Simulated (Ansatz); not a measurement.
Input for Ansatz (a program for electronic structure): SC-NEVPT2 on CASSCF(2,2)/def2-TZVPP on BFHI (SMILES FBI), a point of a bond scan (R = 3.202 Å). Elements past Kr take the def2 small-core potentials; no spin–orbit coupling.

Ansatz 0.2 input:
```yaml
crystal:
  periodic: [false, false, false]
  atoms:
    - {symbol: B, position_ang: [-0.24474767, -1.33345574, 0.80641967]}
    - {symbol: F, position_ang: [0.79230233, -1.74375557, 1.49667712]}
    - {symbol: H, position_ang: [-2.98620131, -2.98686130, 0.83731663]}
    - {symbol: I, position_ang: [-0.08767701, 0.45862089, -0.34566142]}
basis:
  gaussian:
    orbitals: def2-TZVPP
    pivot_positions_ang: [[-0.24474767, -1.33345574, 0.80641967], [0.79230233, -1.74375557, 1.49667712], [-2.98620131, -2.98686130, 0.83731663], [-0.08767701, 0.45862089, -0.34566142]]
magnetization: {spin_polarized: false}
correlation: {method: sc_nevpt2, electrons: outside_noble_gas, active_space: {window: {electrons: 2, orbitals: 2}}}
output: {orbitals: {seedname: ./end}}
```

Program output:

```
WARN ansatz: RAYON_NUM_THREADS=1 ignored (pool sized by the plan → 1); use --threads N
Functional definition: HF
integrals: 0.07 GiB planned
1014 factors; integrals over basis functions are off by at most 3.2e-4 eV
mean field: 0.35 GiB planned
mean field evaluation 1: about -11460.1920 eV, gradient 2.8e1 eV
mean field evaluation 2: about -11460.2993 eV, gradient 2.8e1 eV
mean field evaluation 4: about -11462.8082 eV, gradient 3.4e0 eV
mean field evaluation 8: about -11462.8681 eV, gradient 5.5e-1 eV
mean field evaluation 16: about -11458.6204 eV, gradient 1.2e1 eV
mean field evaluation 32: about -11459.9949 eV, gradient 4.8e-1 eV
mean field -11462.86971517 eV, -421.2526922203 hartree, gradient 5.5e-6 eV, S^2 0.000000; 2 other end points of the search recorded, 0 dependent functions left out; unrestricted orbitals would lower it
reference -11462.86971517 eV, -421.2526922203 hartree; 20, 20 occupied and 106, 106 virtual orbitals, 1014 factors
configuration interaction: 0.21 GiB planned
configuration interaction: 0.00 GiB planned
state -11465.81866111 eV, -421.3610639846 hartree
state -11465.81866111 eV, -421.3610639846 hartree; corrected -11478.23091513 eV, -421.8172059068 hartree
Total energy: -11478.23091513 eV, -421.8172059068 hartree
```

The run converged.

Cost: very roughly 8 core-seconds.
